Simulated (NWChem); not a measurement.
# Basis-set convergence for H4SSi

```xyz
6

Si     0.9711     0.3765     0.0000
S     -1.0165    -0.4759     0.0000
H      1.2204     1.2113     1.2101
H      1.8888    -0.7942     0.0000
H      1.2204     1.2113    -1.2101
H     -1.6608     0.7150     0.0000
```
Charge 0, spin multiplicity 1.

The numbers come from NWChem runs, not from measurements. The geometry was optimised at B3LYP/def2-SVP, a minimum by its harmonic frequencies.

Quantity: LUMO energy at the level PBE.

The Pople sets run with spherical d functions. The structure started from a generated list of species.

| basis | functions | LUMO energy (eV) |
|---|---|---|
| 3-21G | 34 | -0.79 |
| 6-31G* | 44 | … |
| cc-pVDZ | 56 | -0.56 |
| def2-SVP | 56 | -0.45 |
| 6-311G** | 76 | -0.97 |
| def2-SVPD | 83 | … |
| def2-TZVP | 98 | -0.82 |
| pcseg-2 | 124 | -0.94 |
| def2-TZVPD | 125 | … |

Problem. Fill in the missing entries.

Solution. 
- 6-31G*, LUMO energy (eV): -0.75
- def2-SVPD, LUMO energy (eV): -1.01
- def2-TZVPD, LUMO energy (eV): -1.07
